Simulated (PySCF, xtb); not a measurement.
Mg(OH)(OMe) (CH4MgO2), SMILES C[O][Mg][OH]. One conformer was computed; it need not be the lowest.

Harmonic wavenumbers (cm⁻¹) from GFN2-xTB run with xtb at its own minimum, in rising order: 54, 81, 124, 195, 228, 456, 515, 683, 1098, 1135, 1139, 1406, 1458, 1480, 2865, 2873, 2897, 3692.

Problem. What does B3LYP-D3(BJ)/def2-SVP in PySCF give at its own minimum? (An estimate is asked for; the answer gives what the named calculation found.)

Solution. 65, 65, 94, 94, 175, 175, 505, 874, 1187, 1187, 1280, 1474, 1474, 1485, 2942, 2998, 2998, 4051. Paired by order, the mean absolute difference is 96 cm⁻¹ and the zero-point energies are 32.0 and 33.1 kcal/mol.
